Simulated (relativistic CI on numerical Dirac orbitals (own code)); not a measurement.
**Sensitivity of the levels of W XXXIII to α and to the nuclear radius**

Computed by Dirac-Coulomb-Breit CI, separate exchange-only KLI orbitals for each configuration, derivatives by finite differences, unscaled Slater integrals, QED left out (own radial code, finite nucleus).

Configurations in the expansion (outside the closed core [Ar] 3d10): 4s²4p⁶4d⁶, 4s²4p⁵4d⁷, 4s²4p⁴4d⁸, 4s4p⁶4d⁷, 4p⁶4d⁸, 4s²4p⁶4d⁵5s, 4s4p⁵4d⁸, 4s²4p⁶4d⁵5p. Levels of other configurations are missing.

With x = (α/α₀)² − 1 an excitation energy changes as ω = ω₀ + qx; K = 2q/ω₀ is the relative enhancement. Terms are leading LS components, so labels can repeat. The field-shift factor is F = δν/δ⟨r²⟩ for the transition from the lowest level.

Lowest level 4s²4p⁶4d⁶ ⁵D4.

```tsv
Level	ω₀ (cm⁻¹)	q (cm⁻¹)	K	F (GHz/fm²)
4s²4p⁶4d⁶ ³P2	20793	1044	0.1	-0.658
4s²4p⁶4d⁶ ³P0	67100	20680	0.616	0.662
4s²4p⁶4d⁶ ⁵D3	113838	140100	2.46	3.8
4s²4p⁶4d⁶ ⁵D4	125523	127400	2.03	3.71
4s²4p⁶4d⁶ ⁵D1	126798	141100	2.22	3.66
4s²4p⁶4d⁶ ³G5	153464	130600	1.7	3.91
4s²4p⁶4d⁶ ³H6	156547	131000	1.67	4.13
4s²4p⁶4d⁶ ³F2	167842	134000	1.6	2.94
4s²4p⁶4d⁶ ³D3	173353	136600	1.58	3.74
4s²4p⁶4d⁶ ³P0	204239	124900	1.22	3.13
4s²4p⁶4d⁶ ³D2	209640	155800	1.49	4.4
4s²4p⁶4d⁶ ³P1	211569	143400	1.36	3.91
4s²4p⁶4d⁶ ¹G4	214484	144700	1.35	4.4
4s²4p⁶4d⁶ ³F3	224082	133900	1.19	3.85
4s²4p⁶4d⁶ ⁵D2	250226	266300	2.13	6.76
4s²4p⁶4d⁶ ⁵D0	260064	266400	2.05	7.48
4s²4p⁶4d⁶ ³H4	274881	268800	1.96	7.37
4s²4p⁶4d⁶ ³D3	284788	263600	1.85	7.05
4s²4p⁶4d⁶ ³H5	290310	271400	1.87	7.8
4s²4p⁶4d⁶ ¹I6	305992	268900	1.76	8.1
4s²4p⁶4d⁶ ³G3	306013	274900	1.8	7.6
4s²4p⁶4d⁶ ³P1	315925	261300	1.65	6.79
4s²4p⁶4d⁶ ³F2	325685	268400	1.65	6.5
```

At this charge energies of transitions that change n are usually good to better than 1 %, and those within a shell (Δn = 0) to a few per cent. Terms inside the open d or f shell come out 10 to 20 % too wide with unscaled integrals.
